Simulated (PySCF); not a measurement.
Computed shifts of a molecule C₄H₈BN, PBE/pcSseg-1 (PySCF), GIAO, gas phase, equivalent atoms averaged, in ppm (number of nuclei): ¹³C: 165.6 (1), 157.5 (1), 23.2 (1), 19.7 (1). ¹⁵N: 97.3 (1). ¹H: 8.00 (1), 3.91 (1), 3.72 (1), 2.01 (3), 1.69 (2). References: ¹³C against TMS (σ = 182.0 ppm); ¹¹B against BF3 (σ = 83.9 ppm); ¹⁵N against NH3 (σ = 267.0 ppm); ¹H against TMS (σ = 31.49 ppm), references at their B3LYP-D3(BJ)/def2-TZVP geometries, non-relativistic. Geometry optimised at B3LYP-D3(BJ)/def2-SVP. The values are those of a single conformer.

Problem. Which molecule gave these data?
A. CB1C=N[C@H]1C
B. C#CB(N)CC
C. CC1=CCB1N
D. C#CBN(C)C

Solution. C, CC1=CCB1N
